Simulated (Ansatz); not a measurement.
Question: Name a neutral molecule of C, Si and H with zero-point energy (PBE0-D4/def2-TZVP) between 275 and 291 kJ/mol and LUMO energy (ωB97M-V/def2-TZVPP) between 1.60 and 1.90 eV (Ansatz, PBE0-D4/def2-TZVP geometry).

Answer: `CC[SiH2][SiH3]` (280.8 kJ/mol, 1.79 eV). Other molecules can fit too; these were computed, each in one conformer that needn't be the lowest.
